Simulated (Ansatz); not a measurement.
# Reading a saddle point

A first-order saddle point of SiNH₄F₃, closed shell, PBE0-D4/def2-TZVP, with one imaginary mode of 721i cm⁻¹:

```
9
angstrom
Si -0.6600 0.4744 0.0061
F -0.7594 -1.6307 0.0894
F -1.2649 0.3326 -1.4481
F -0.2994 2.0425 0.0373
H -1.5038 0.3494 1.1926
H 0.3554 -1.3000 0.0531
N 1.0111 -0.2307 0.0273
H 1.5548 -0.0269 -0.8035
H 1.5660 -0.0105 0.8456
```

Computed with Ansatz 0.2.0 (basis: def2-TZVPP and def2-QZVPP); correlated methods freeze the cores. Extrapolation: Hartree–Fock as exp(−7.88 √X), correlation as X^−2.97.

**Question.** Which contacts change along the imaginary mode, and what lies on either side? (A judgement: the text doesn't fix the answer.)

**Answer.** By the calculation: The step is SiHF₃ ([F][SiH]([F])[F]) + NH₃ → SiNH₃F₂ ([NH2][SiH]([F])[F]) + HF, with the molecules in contact on both sides. Shortening one way: Si1–N7, F2–H6; lengthening the same way: Si1–F2, H6–N7.
```tsv
pair	one side (Å)	saddle (Å)	other side (Å)
Si1–N7	2.11	1.81	1.72
F2–H6	2.63	1.16	0.95
Si1–F2	1.61	2.11	3.58
H6–N7	1.01	1.25	1.75
```

**Question.** Which side is lower, and how far does the saddle lie above each? (An estimate is asked for; the value comes from the calculation.)

**Answer.** By the calculation: The side with Si1–F2, H6–N7 short is lower by 0.751 eV; the saddle lies 1.436 eV above it and 0.685 eV above the other (CCSD(T) at an estimated basis limit (MP2 extrapolated from triple and quadruple zeta, plus CCSD(T) − MP2 in triple zeta); electronic energies).

The T1 diagnostic stays at or below 0.012.

The step is the kind of exchange with an N–H group that builds nitride films in atomic layer and chemical vapour deposition.

Labels in which every atom is bracketed show which atoms are joined, not bond orders.

For scale, one of the runs: CCSD(T)/def2-TZVPP, 222 basis functions, launched by `ansatz run in.yaml --threads 4 --pin off --events-out ev --progress --plain --max-ram 9574MiB`. The run took 110 s on 4 CPU threads of an Arm Neoverse V2 (shared host), with 3.8 GiB of host memory at its peak.
